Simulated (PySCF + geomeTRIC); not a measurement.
Method: TPSS-D3(BJ)/def2-SVP (PySCF + geomeTRIC). fastk is a local helper that only speeds up exchange builds. No frequencies were computed at this level.

```python
import json, numpy as np
from pyscf import gto, dft
from fastk import lowrank_exchange
atoms = """
Zn    -0.039457    -0.058243    -0.191580
C     -0.830891     1.800049    -0.309953
H     -0.210951     2.446871    -0.918966
H     -0.895144     2.225467     0.685851
H     -1.825597     1.781860    -0.737786
S      1.001562    -2.019626     0.345973
H      0.687893    -2.659558    -0.767910
"""
def scf(charge, spin, dm0=None):
    mol = gto.M(atom=atoms, basis='def2-svp', ecp={}, charge=charge, spin=spin, verbose=3, max_memory=3360)
    mf = dft.KS(mol, xc='tpss').density_fit(auxbasis="def2-universal-jkfit")
    mf.disp = 'd3bj'
    mf.grids.level = 3
    mf.conv_tol = 1e-8
    mf.max_cycle = 120
    mf.level_shift = 0.25
    mf.kernel(dm0)
    if not mf.converged:
        mf = mf.newton().run(mf.mo_coeff, mf.mo_occ).undo_soscf()
    return mf
mf = scf(0, 0)
from pyscf.geomopt.geometric_solver import kernel as optimize
path = []
done, mol = optimize(mf, maxsteps=120, assert_convergence=False, callback=lambda env: path.append((env["energy"], bool(env["g_scanner"].converged))))
res = dict(converged=bool(done and path[-1][1]), energy=path[-1][0], path=[e for e, c in path], xyz=mol.atom_coords(unit="Angstrom").tolist(), nao=mol.nao)
json.dump(res, open("result.json", "w"))
```

Output:

```
converged SCF energy = -2217.76115042773
Geometry optimization cycle 1
converged SCF energy = -2217.76115042773
cycle 1: E = -2217.76115043  dE = -2217.76  norm(grad) = 0.0492544
Geometry optimization cycle 2
converged SCF energy = -2217.76545568703
cycle 2: E = -2217.76545569  dE = -0.00430526  norm(grad) = 0.0101258
Geometry optimization cycle 3
converged SCF energy = -2217.76595009878
cycle 3: E = -2217.7659501  dE = -0.000494412  norm(grad) = 0.00437265
Geometry optimization cycle 4
converged SCF energy = -2217.76613024588
cycle 4: E = -2217.76613025  dE = -0.000180147  norm(grad) = 0.00341455
Geometry optimization cycle 5
converged SCF energy = -2217.7662763858
cycle 5: E = -2217.76627639  dE = -0.00014614  norm(grad) = 0.00274168
Geometry optimization cycle 6
converged SCF energy = -2217.76631409549
cycle 6: E = -2217.7663141  dE = -3.77097e-05  norm(grad) = 0.00153278
Geometry optimization cycle 7
converged SCF energy = -2217.76632352231
cycle 7: E = -2217.76632352  dE = -9.42682e-06  norm(grad) = 0.000495683
Geometry optimization cycle 8
converged SCF energy = -2217.76632429861
cycle 8: E = -2217.7663243  dE = -7.76297e-07  norm(grad) = 0.000168455
<class 'geometric.internal.Distance'> : 6
<class 'geometric.internal.Angle'> : 7
<class 'geometric.internal.LinearAngle'> : 2
<class 'geometric.internal.Dihedral'> : 3
<class 'geometric.internal.TranslationX'> : 1
<class 'geometric.internal.TranslationY'> : 1
<class 'geometric.internal.TranslationZ'> : 1
<class 'geometric.internal.RotationA'> : 1
<class 'geometric.internal.RotationB'> : 1
<class 'geometric.internal.RotationC'> : 1
Step    0 : Gradient = 1.862e-02/2.807e-02 (rms/max) Energy = -2217.7611504277
Step    1 : Displace = 6.565e-02/1.046e-01 (rms/max) Trust = 1.000e-01 (=) Grad = 3.827e-03/6.523e-03 (rms/max) E (change) = -2217.7654556870 (-4.305e-03) Quality = 1.179
Step    2 : Displace = 3.366e-02/6.230e-02 (rms/max) Trust = 1.414e-01 (+) Grad = 1.653e-03/2.637e-03 (rms/max) E (change) = -2217.7659500988 (-4.944e-04) Quality = 1.226
Step    3 : Displace = 2.223e-02/3.662e-02 (rms/max) Trust = 2.000e-01 (+) Grad = 1.291e-03/2.545e-03 (rms/max) E (change) = -2217.7661302459 (-1.801e-04) Quality = 1.499
Step    4 : Displace = 3.204e-02/5.240e-02 (rms/max) Trust = 2.828e-01 (+) Grad = 1.036e-03/1.613e-03 (rms/max) E (change) = -2217.7662763858 (-1.461e-04) Quality = 1.295
Step    5 : Displace = 1.507e-02/2.273e-02 (rms/max) Trust = 3.000e-01 (+) Grad = 5.793e-04/1.128e-03 (rms/max) E (change) = -2217.7663140955 (-3.771e-05) Quality = 1.376
Step    6 : Displace = 6.181e-03/8.933e-03 (rms/max) Trust = 3.000e-01 (=) Grad = 1.874e-04/3.725e-04 (rms/max) E (change) = -2217.7663235223 (-9.427e-06) Quality = 1.220
Step    7 : Displace = 1.019e-03/1.780e-03 (rms/max) Trust = 3.000e-01 (=) Grad = 6.367e-05/1.133e-04 (rms/max) E (change) = -2217.7663242986 (-7.763e-07) Quality = 0.897
Converged! =D
```

Cost: roughly 90 core-seconds.
